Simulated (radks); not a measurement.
Q: The mean radii <r> (bohr) of the occupied orbitals of an atom or ion are listed with their occupations. Method: scalar-relativistic Kohn-Sham, PBE, spin-polarised, spherical densities, finite nucleus; Fermi nuclear charge, rms radius of each element as measured or else 0.836 A^(1/3) + 0.57 fm; computed with a radial shooting solver on a logarithmic mesh with Libxc functionals.

| orbital | occ. | <r> |
|---|---|---|
| 1s up | 1 | 0.04401 |
| 1s down | 1 | 0.04397 |
| 2s up | 1 | 0.1879 |
| 2s down | 1 | 0.1885 |
| 2p up | 3 | 0.1624 |
| 2p down | 1 | 0.1631 |

Name the element and its charge. Open shells, if any, are filled with parallel spins first.

A: Z = 34, selenium, charge +26: Se26+ in [He] 2s2 2p4. The 1s radius gives Z: for a bare nucleus <r> = (2 gamma + 1)/(2Z) with gamma = sqrt(1 - (Z/c)^2), 0.0432 bohr for Z = 34, and screening makes it slightly larger (0.04401 here). The occupations add up to 8, and the charge is Z minus that.
